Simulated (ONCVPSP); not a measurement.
# carbon: excitation energies, all-electron against ONCV

| Item | Value |
| --- | --- |
| Element | C (Z = 6) |
| Generator | ONCVPSP 4.0.1 |
| Type | optimised norm-conserving Vanderbilt (ONCV) |
| Functional | PBE |
| Relativity | scalar-relativistic |
| Frozen core | [He] |
| Valence charge | 4 |
| Reference configuration | 2s2 2p1.5 (charge +0.5) |
| Partial waves | 2s: rc 1.30 bohr, ncon 3, nbas 6, qcut 6.4 1/bohr, 2 projectors, debl 1.6 Ha; 2p: rc 1.55 bohr, ncon 3, nbas 6, qcut 8.4 1/bohr, 1 projector; d scattering state at 0.1 Ha: rc 1.65 bohr, ncon 3, nbas 6, qcut 5.2 1/bohr, 1 projector |
| Local potential | polynomial inside 0.85 bohr (lpopt 5, dvloc0 4 Ha) |
| Core correction | polynomial model core, fcfact 0.75 |

Energies are relative to the spin-unpolarised reference configuration 2s2 2p1.5; without spin polarisation the order of configurations can differ from experiment.

```json
{"valence configuration": "2s2 2p2", "charge": "0", "ΔE all-electron (eV)": "-3.963", "error AE − PS (meV)": "+1.6"}
{"valence configuration": "2s2 2p0", "charge": "+2", "ΔE all-electron (eV)": "31.054", "error AE − PS (meV)": "+97"}
{"valence configuration": "2s1 2p2", "charge": "+1", "ΔE all-electron (eV)": "15.652", "error AE − PS (meV)": "-4.1"}
```

**Question.** What are ΔE and the potential's error for 2s2 2p1?

**Answer.** ΔE = 6.898 eV all-electron; the error (AE − PS) is +4.3 meV.

Levels in the configuration 2s2 2p1:

```tsv
level	all-electron (eV)	pseudo (eV)
2s	-25.758	-25.754
2p	-17.005	-16.982
```
